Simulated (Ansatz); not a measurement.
Relaxation of the cluster Ba4Te3⁺ with UKS PBE0-D4/def2-SVP.

```sh
$ ansatz run in.yaml --threads 4 --pin off --events-out ev --progress --plain --max-ram 6963MiB
```

```yaml
crystal:
  periodic: [false, false, false]
  atoms:
    - {symbol: Ba, position_ang: [1.169220, 3.137500, -0.692420]}
    - {symbol: Ba, position_ang: [-3.358650, -0.139590, 0.615140]}
    - {symbol: Ba, position_ang: [0.230290, -1.048470, -1.801760]}
    - {symbol: Ba, position_ang: [1.911880, -1.743330, 2.234570]}
    - {symbol: Te, position_ang: [-0.972690, -2.199060, 0.992120]}
    - {symbol: Te, position_ang: [-1.553410, 1.626100, -1.306690]}
    - {symbol: Te, position_ang: [2.573360, 0.366850, -0.040970]}
basis:
  gaussian: {orbitals: def2-SVP}
total_charge: 1
magnetization: {spin_polarized: true, initial_magnetization: 1}
hamiltonian: {xc: pbe0, dispersion: d4}
scf: {lower_state_search: "off"}
output: {orbitals: {seedname: orbitals}}
relax: {f_tol: 0.03, max_steps: 70}
```

Hardware: 4 threads of Arm Neoverse V2 on a shared host. Wall time 96 s, peak host memory 0.94 GiB.

Positions (Å) and forces (eV/Å) at steps 1, 2, 3, 4, 5 of 5:

```xyz
7
step=1 energy=-24658.9910 eV
Ba    1.169    3.138   -0.692    0.008    0.263    0.232
Ba   -3.359   -0.140    0.615   -0.164    0.144    0.285
Ba    0.230   -1.048   -1.802    0.057   -0.225   -0.393
Ba    1.912   -1.743    2.235    0.037    0.084    0.343
Te   -0.973   -2.199    0.992   -0.161   -0.479    0.050
Te   -1.553    1.626   -1.307   -0.264    0.223   -0.373
Te    2.573    0.367   -0.041    0.486   -0.010   -0.144
7
step=2 energy=-24659.3062 eV
Ba    1.112    3.133   -0.510   -0.145   -0.231    0.244
Ba   -3.281   -0.041    0.760    0.339    0.113    0.103
Ba    0.248   -1.113   -1.916   -0.027    0.119    0.205
Ba    1.833   -1.596    2.328   -0.225    0.284   -0.067
Te   -1.009   -2.361    0.944    0.038   -0.052   -0.184
Te   -1.618    1.649   -1.467    0.048   -0.129   -0.138
Te    2.715    0.329   -0.140   -0.028   -0.104   -0.163
7
step=3 energy=-24659.5518 eV
Ba    1.037    3.045   -0.354   -0.145   -0.237    0.237
Ba   -3.125    0.036    0.849    0.339    0.110    0.097
Ba    0.247   -1.109   -1.910    0.003   -0.013   -0.023
Ba    1.720   -1.437    2.336   -0.224    0.281   -0.074
Te   -1.018   -2.457    0.881    0.050    0.044   -0.127
Te   -1.640    1.635   -1.578    0.074   -0.119   -0.029
Te    2.780    0.288   -0.224   -0.097   -0.065   -0.082
7
step=4 energy=-24659.7461 eV
Ba    0.964    2.971   -0.189   -0.119   -0.284    0.105
Ba   -2.982    0.120    0.952    0.324    0.036   -0.022
Ba    0.257   -1.153   -1.985    0.005   -0.023   -0.040
Ba    1.611   -1.277    2.361   -0.192    0.192   -0.180
Te   -0.999   -2.478    0.797    0.017    0.077    0.019
Te   -1.615    1.576   -1.639    0.031   -0.014    0.074
Te    2.763    0.241   -0.298   -0.066    0.017    0.044
7
step=5 energy=-24659.8388 eV
Ba    0.886    2.857   -0.050   -0.004   -0.023   -0.010
Ba   -2.807    0.187    1.021    0.018   -0.007   -0.016
Ba    0.266   -1.192   -2.053    0.003   -0.012   -0.022
Ba    1.491   -1.122    2.339   -0.007    0.001   -0.024
Te   -0.986   -2.483    0.747   -0.004    0.012    0.025
Te   -1.596    1.538   -1.668   -0.004    0.016    0.023
Te    2.745    0.215   -0.337   -0.002    0.015    0.024
```

In the def2 sets Ba, Te take a core potential; there is no spin–orbit coupling. The structure comes from a short search, and lower isomers may exist.
